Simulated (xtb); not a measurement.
I₂Sn, singlet, from a rough starting geometry (GFN-xTB shapes and energies of metal compounds can be far from the true ones).

Input for xtb:
```
$ xtb mol.xyz --gfn 2 --opt vtight --json

# file mol.xyz
3

Sn     0.00289281    -0.02059210     1.11133108
I      1.08998756    -1.86139256    -0.55073963
I     -1.11168062     1.88250777    -0.55250334
```

Task: Give the HOMO-LUMO gap at the level GFN2-xTB in xtb 6.7.1.

Result: 3.86 eV

Task: Estimate the total energy at the end of the optimisation that GFN2-xTB returns for this input.

Result: -9.9111 Eh

Task: Predict the dipole moment from GFN2-xTB.

Result: 9.47 D
